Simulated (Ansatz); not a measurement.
`O=C([SiH3])[SiH3]`, relaxed with RKS PBE-D4/def2-SVP in Ansatz 0.2.0 from a rough embedded geometry. The force threshold is 0.03 eV/Å; the program also tests the step.

Charge 0, multiplicity 1.

Start:

```xyz
10

O    -1.800   -0.777   -0.745
C    -0.706   -0.291   -0.314
Si    0.874   -0.258   -1.303
Si   -0.656    0.350    1.374
H     1.369    1.099   -1.488
H     1.948   -1.060   -0.609
H     0.702   -0.906   -2.650
H    -1.937    0.336    2.090
H     0.388   -0.328    2.263
H    -0.183    1.832    1.380
```

```json
{"step": "1", "energy (eV)": "-18916.1239", "largest force (eV/Å)": "3.098", "largest move (Å)": "0.000"}
{"step": "2", "energy (eV)": "-18916.4384", "largest force (eV/Å)": "1.694", "largest move (Å)": "0.084"}
{"step": "3", "energy (eV)": "-18916.5191", "largest force (eV/Å)": "0.980", "largest move (Å)": "0.200"}
{"step": "4", "energy (eV)": "-18916.5499", "largest force (eV/Å)": "0.284", "largest move (Å)": "0.179"}
{"step": "5", "energy (eV)": "-18916.5618", "largest force (eV/Å)": "0.105", "largest move (Å)": "0.046"}
{"step": "6", "energy (eV)": "-18916.5625", "largest force (eV/Å)": "0.060", "largest move (Å)": "0.011"}
{"step": "7", "energy (eV)": "-18916.5627", "largest force (eV/Å)": "0.008", "largest move (Å)": "0.011"}
```

End:

```xyz
10

O    -1.749   -0.782   -0.765
C    -0.712   -0.317   -0.312
Si    0.934   -0.308   -1.391
Si   -0.664    0.430    1.508
H     1.407    1.115   -1.538
H     1.997   -1.079   -0.651
H     0.671   -0.922   -2.734
H    -2.023    0.334    2.138
H     0.352   -0.336    2.315
H    -0.212    1.865    1.430
```

Run time 13 s (2 threads of an Arm Neoverse V1 on a shared host); peak host memory 0.13 GiB.
